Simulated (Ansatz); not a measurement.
Input for Ansatz (a first-principles code): U-CCSD(T)/def2-TZVPP on BrCl, a point of a bond scan (R = 2.165 Å). The run froze 19 orbitals, filled d shells among them.

Ansatz 0.2 input:
```yaml
crystal:
  periodic: [false, false, false]
  atoms:
    - {symbol: Br, position_ang: [-0.00000000, -0.00000000, -0.70788430]}
    - {symbol: Cl, position_ang: [0.00000000, 0.00000000, 1.45740886]}
basis:
  gaussian:
    orbitals: def2-TZVPP
correlation: {method: ccsd_t, electrons: outside_noble_gas}
scf: {omitted_lower_state_checks: [cluster_reference]}
magnetization: {spin_polarized: true, initial_magnetization: 0}
```

### Question
Give the final energy of this run.

### Answer
-3032.3005 hartree (reference determinant -3031.9015, T1 diagnostic 0.008).
